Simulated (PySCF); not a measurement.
## Electron correlation in Br⁺ (bromine, charge +1)

[Ar] 3d10 4s2 4p4, high-spin 3P determinant. Calculation: PySCF 2.14, in def2-QZVPPD (12s8p5d4f1g, 98 functions); the non-relativistic Hamiltonian (point nucleus). Frozen: [Ne]; 24 electrons correlated.

MP2 pair energies summed by pair of shells (mhartree):

| pair | energy | share (%) |
| --- | --- | --- |
| 3d-3d | -318.01 | 42.3 |
| 3p-3d | -115.90 | 15.4 |
| 3d-4p | -55.84 | 7.4 |
| 4s-4p | -54.12 | 7.2 |
| 4p-4p | -52.14 | 6.9 |
| 3p-3p | -41.48 | 5.5 |
| 3s-3d | -35.02 | 4.7 |
| 3d-4s | -34.16 | 4.5 |
| 3s-3p | -14.07 | 1.9 |
| 4s-4s | -9.24 | 1.2 |
| 3p-4p | -8.63 | 1.1 |
| 3p-4s | -6.93 | 0.9 |
| 3s-3s | -3.21 | 0.4 |
| 3s-4p | -1.67 | 0.2 |
| 3s-4s | -1.09 | 0.1 |

Total MP2 correlation energy: -751.50 mhartree.

Same-spin part -252.38 and opposite-spin part -499.12 mhartree; SCS-MP2 scales them by 1/3 and 6/5 to -683.07 mhartree.

This basis was not built for core-valence correlation, so the inner-shell part is incomplete.
